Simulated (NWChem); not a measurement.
System: C2H4F2Si; SMILES FC(F)=C[SiH3]

The following NWChem deck was run.

```
start job
memory heap 200 mb stack 900 mb global 1100 mb
geometry units angstroms noautoz
  F      1.249297    -1.033165     0.000000
  C     -0.078141    -0.969388     0.000000
  F     -0.576750    -2.196651     0.000000
  C     -0.778326     0.158154     0.000000
  Si     0.003036     1.855156     0.000000
  H     -1.857613     0.039781     0.000000
  H      0.851891     2.067524    -1.202550
  H     -1.091615     2.859924     0.000000
  H      0.851891     2.067524     1.202550
end
basis spherical
  * library def2-tzvp
end
dft
  xc pw6b95
  iterations 150
  semidirect filesize 400000000
  mulliken
end
task dft energy
```

Structure relaxed at the B3LYP/6-31G* (spherical d) level.

Problem. What results follow from this input? (PW6B95/def2-TZVP.) Quantities: energy (Ha); highest occupied level (eV); orbital gap (eV); dipole (D).

Solution. 
```
Quantity                      Result
---------------------------  -------
energy (Ha)                  -568.46
highest occupied level (eV)    -7.98
orbital gap (eV)                7.57
dipole (D)                      0.97
```
